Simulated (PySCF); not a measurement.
Species: C2H7BO.
Atom-mapped SMILES: `[BH2:1][CH2:2][O:3][CH3:4]` (hydrogens: H5, H6 on B1; H7, H8 on C2; H9, H10, H11 on C4)

Structure used (PBE0-D3(BJ)/def2-SVP), in Å, numbered top down from 1:
```
atom  x, y, z in Å
B1     1.9449    0.3358   -0.2792
C2     0.5383    0.1624    0.3529
O3    -0.4527   -0.2760   -0.5239
C4    -1.7051   -0.4033    0.0678
H5     2.1483    0.1517   -1.4546
H6     2.8490    0.6837    0.4458
H7     0.2831    1.1527    0.8091
H8     0.6336   -0.5050    1.2437
H9    -1.7019   -1.1381    0.8990
H10   -2.0752    0.5603    0.4748
H11   -2.4122   -0.7502   -0.6992
```

Jobs on this species (11 atoms, 32 electrons) with PySCF (density fitting). Hardware of each: Arm Neoverse V1, one thread, shared host. The host was shared with other jobs, so the times are rough. Peak memory is the resident size of the whole Python process, interpreter and libraries included.

```csv
level and settings,work,basis functions,SCF cycles,wall time,peak memory
"delta-SCF UKS SCAN, def2-TZVP on the ionised atom, pcseg-1 elsewhere, spin-free X2C","ΔSCF core ionisation, 4 holes",108,?,?,?
"PBE0-D3(BJ)/def2-SVP, grid level 1",geometry optimisation from a GFN2-xTB start shaken at random,91,?,?,?
"delta-SCF UKS SCAN, pcX-2 on the ionised atom, pcseg-1 elsewhere, spin-free X2C","ΔSCF core ionisation, 4 holes",122,67,16 s,0.40 GiB
"delta-SCF UKS B3LYP, pcX-2 on the ionised atom, pcseg-1 elsewhere, spin-free X2C","ΔSCF core ionisation, 4 holes",122,61,16 s,0.45 GiB
"delta-SCF UKS SCAN, pcX-2 on the ionised atom, pcseg-1 elsewhere, non-relativistic","ΔSCF core ionisation, 4 holes",122,68,16 s,0.40 GiB
"delta-SCF UKS PBE0, pcX-2 on the ionised atom, pcseg-1 elsewhere, spin-free X2C","ΔSCF core ionisation, 4 holes",122,61,15 s,0.48 GiB
"delta-SCF UKS PBE, pcX-2 on the ionised atom, pcseg-1 elsewhere, spin-free X2C","ΔSCF core ionisation, 4 holes",122,63,10 s,0.40 GiB
"delta-SCF UKS SCAN, pcX-1 on the ionised atom, pcseg-1 elsewhere, spin-free X2C","ΔSCF core ionisation, 4 holes",101,67,13 s,0.38 GiB
"delta-SCF UKS HF, pcX-2 on the ionised atom, pcseg-1 elsewhere, spin-free X2C","ΔSCF core ionisation, 4 holes",122,56,6.7 s,0.40 GiB
```

Task: Fill in the missing figures.

Result: 
- delta-SCF UKS SCAN, def2-TZVP on the ionised atom, pcseg-1 elsewhere, spin-free X2C; ΔSCF core ionisation, 4 holes: 15 s, 0.38 GiB, 65 SCF cycles
- PBE0-D3(BJ)/def2-SVP, grid level 1; geometry optimisation from a GFN2-xTB start shaken at random: 16 s, 0.38 GiB, 45 SCF cycles

Task: What do all jobs in the table cost together?

Result: About 2.1 min; the longest takes about 13 % of that, and about 2.4 times as long as the shortest.
